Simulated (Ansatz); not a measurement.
`BOCC` and `CCOCF` differ in one atom or group.

Ansatz, PBE0-D4/def2-TZVP geometries, multiplicity 1. Each molecule was computed in one conformer, which needn't be the lowest.

```tsv
property	`BOCC`
LUMO energy (PBE/def2-TZVPP) / eV	-1.31
ideal-gas entropy at 298 K and 1 bar (rigid rotor, harmonic PBE0-D4/def2-TZVP) / J/(mol·K)	300
HOMO energy (ωB97M-V/def2-TZVPP) / eV	-10.89
HOMO–LUMO gap (ωB97M-V/def2-TZVPP) / eV	12.40
HOMO–LUMO gap (PBE/def2-TZVPP) / eV	5.73
LUMO energy (PBE0/def2-TZVPP) / eV	-0.32
```

What does the change do to each property? (Estimate.)

Ansatz gave: 
```csv
property,`CCOCF`,shift
LUMO energy (PBE/def2-TZVPP) / eV,0.60,1.91
"ideal-gas entropy at 298 K and 1 bar (rigid rotor, harmonic PBE0-D4/def2-TZVP) / J/(mol·K)",323,23
HOMO energy (ωB97M-V/def2-TZVPP) / eV,-10.75,0.14
HOMO–LUMO gap (ωB97M-V/def2-TZVPP) / eV,13.57,1.17
HOMO–LUMO gap (PBE/def2-TZVPP) / eV,7.33,1.60
LUMO energy (PBE0/def2-TZVPP) / eV,1.41,1.73
```

With PBE0 the HOMO rises by 0.19 eV and the LUMO rises by 1.73 eV, so the gap widens by about 1.54 eV. PBE moves the HOMO by 0.32 eV and ωB97M-V by 0.14 eV. The zero-point energy changes by 24.9 kJ/mol with +3 modes.
